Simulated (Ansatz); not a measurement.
Reaction (substitution at a C–Ge bond): `F[CH2][GeH]1[O][SiH2]1` + HI → `FCI` + `[O]1[SiH2][GeH2]1`

Gas-phase electronic energies from Ansatz, PBE0-D4/def2-TZVP geometries. CBS: MP2 limit from def2 TZ/QZ plus the TZ coupled-cluster correction, frozen cores. Functionals use def2-TZVPP. B3LYP here is the variant with VWN-RPA as its local correlation; programs differ in this. def2 core potentials past Kr. For Ge, I outer-core shells are correlated without core-valence functions, which leaves a few kJ/mol of doubt a bond. Scalar relativity is left out up to krypton. One conformer a species, not always the lowest.

`F[CH2][GeH]1[O][SiH2]1`:

Z-matrix (Å, degrees):
```
C
Ge 1 1.972
F 1 1.382 2 110.9
H 1 1.094 2 110.9 3 120.6
H 1 1.094 2 108.5 3 -119.6
Si 2 2.260 1 123.2 3 139.5
O 2 1.892 1 108.4 3 90.9
H 2 1.536 1 111.1 3 -28.7
H 6 1.484 2 122.9 1 173.8
H 6 1.485 2 122.7 1 18.5
```

HI:

```xyz
2

I    -0.434   -0.076    0.674
H     0.434    0.076   -0.674
```

`FCI`:

Cartesian coordinates in Å:
```
F -0.655 -0.651 -1.053
C -0.048 -0.195 0.067
I 0.620 1.824 -0.186
H -0.755 -0.187 0.895
H 0.838 -0.791 0.278
```

`[O]1[SiH2][GeH2]1`:

Cartesian coordinates in Å:
```
O -0.932 -0.169 -0.756
Si 0.322 -1.067 -0.169
Ge -0.073 1.090 0.363
H -0.018 -2.191 0.738
H 1.372 -1.473 -1.137
H 0.386 2.278 -0.494
H -1.058 1.532 1.454
```

| level | ΔE (kJ/mol) | difference from CCSD(T)/CBS |
| --- | --- | --- |
| PBE-D4 | 20.1 | -2.1 |
| r2SCAN-D4 | 21.5 | -0.7 |
| PBE0-D4 | 22.8 | 0.6 |
| B3LYP-D4 | 21.8 | -0.4 |
| ωB97X-V | 24.7 | 2.5 |
| ωB97M-V | 25.2 | 3.0 |
| B2PLYP | 21.9 | -0.3 |
| PBE | 18.9 | -3.3 |
| r2SCAN | 20.8 | -1.4 |
| PBE0 | 21.5 | -0.7 |
| B3LYP | 20.3 | -1.9 |
| HF/def2-TZVPP | 22.7 | 0.5 |
| MP2/def2-TZVPP | 24.4 | 2.2 |
| SCS-MP2/def2-TZVPP | 23.2 | 1.0 |
| CCSD/def2-TZVPP | 27.9 | 5.7 |
| CCSD(T)/def2-TZVPP | 26.5 | 4.3 |
| HF/def2-QZVPP | 21.6 | -0.6 |
| MP2/def2-QZVPP | 21.6 | -0.6 |
| SCS-MP2/def2-QZVPP | 20.7 | -1.5 |
| HF/CBS(def2) | 21.5 | -0.7 |
| MP2/CBS(def2) | 20.1 | -2.1 |
| CCSD/CBS(def2) | 23.6 | 1.4 |
| CCSD(T)/CBS | 22.2 | 0 |

Largest T1 diagnostic among the species: 0.014.
